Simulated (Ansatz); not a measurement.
Gas-phase electronic energies from Ansatz, PBE0-D4/def2-TZVP geometries. CCSD(T)/CBS adds triple-zeta CCSD(T) − MP2 to the extrapolated MP2 energy (def2 sets, frozen cores). This one scheme is used for every species. Functionals use def2-TZVPP. B3LYP here is the variant with VWN-RPA as its local correlation; programs differ in this. Each species was taken in one conformer, which may not be the lowest.

`CO[SiH2]BO` + `BC[SiH2]S` → `CO[SiH2]S` + `BC[SiH2]BO`  (redistribution)

`CO[SiH2]BO`:

```xyz
12

C    -1.845   -0.813    0.024
O    -0.497   -0.466    0.234
Si    0.283    0.754   -0.582
B     2.120    0.617    0.263
O     2.249   -0.345    1.198
H    -2.098   -1.646    0.682
H    -2.019   -1.123   -1.013
H    -2.512    0.027    0.254
H     0.234    0.495   -2.054
H    -0.428    2.051   -0.363
H     3.089    1.283    0.031
H     1.423   -0.834    1.324
```

`BC[SiH2]S`:

Cartesian coordinates in Å:
```
B -1.819 -0.324 -0.339
C -0.594 0.590 -0.188
Si 0.857 -0.472 0.391
S 2.572 0.721 0.852
H -2.564 -0.501 0.581
H -2.012 -0.926 -1.357
H -0.688 1.363 0.579
H -0.241 1.026 -1.129
H 1.191 -1.474 -0.652
H 0.551 -1.161 1.668
H 2.746 1.159 -0.407
```

`CO[SiH2]S`:

```xyz
10

C    -0.579    0.601    1.456
O    -0.170    0.713    0.110
Si    0.635   -0.483   -0.670
S     0.780   -0.023   -2.734
H    -1.236    1.441    1.682
H    -1.130   -0.330    1.635
H     0.278    0.637    2.137
H    -0.086   -1.765   -0.448
H     2.040   -0.603   -0.201
H    -0.533   -0.188   -2.967
```

`BC[SiH2]BO`:

```xyz
13

B    -1.147   -1.800   -0.354
C     0.295   -1.353   -0.121
Si   -0.012    0.430   -0.747
B     0.615    1.837    0.568
O     1.004    1.427    1.793
H    -1.969   -1.679    0.510
H    -1.495   -2.199   -1.430
H     1.062   -1.778   -0.769
H     0.636   -1.271    0.912
H     0.588    0.606   -2.098
H    -1.488    0.626   -0.937
H     0.639    3.011    0.297
H     1.272    2.142    2.378
```

| level | ΔE (kcal/mol) |
| --- | --- |
| B3LYP-D4 | 0.6 |
| ωB97X-V | 0.5 |
| r2SCAN | -0.5 |
| PBE0 | -0.5 |
| SCS-MP2/def2-TZVPP | 0.8 |
| MP2/def2-QZVPP | 0.2 |
| HF/CBS(def2) | 1.5 |
| CCSD/CBS(def2) | 0.4 |

Q: What does CCSD(T)/CBS give? (An estimate is asked.)

A: Computed: +0.1 kcal/mol. The listed levels differ from it by 0.5, 0.4, -0.6, -0.6, 0.7, 0.1, 1.4, 0.3 kcal/mol.

Largest T1 diagnostic among the species: 0.014.

In def2-TZVPP, CCSD(T) changes the Hartree–Fock value by −1.4 kcal/mol (the triples alone add −0.2 kcal/mol) and MP2 by −1.3 kcal/mol.
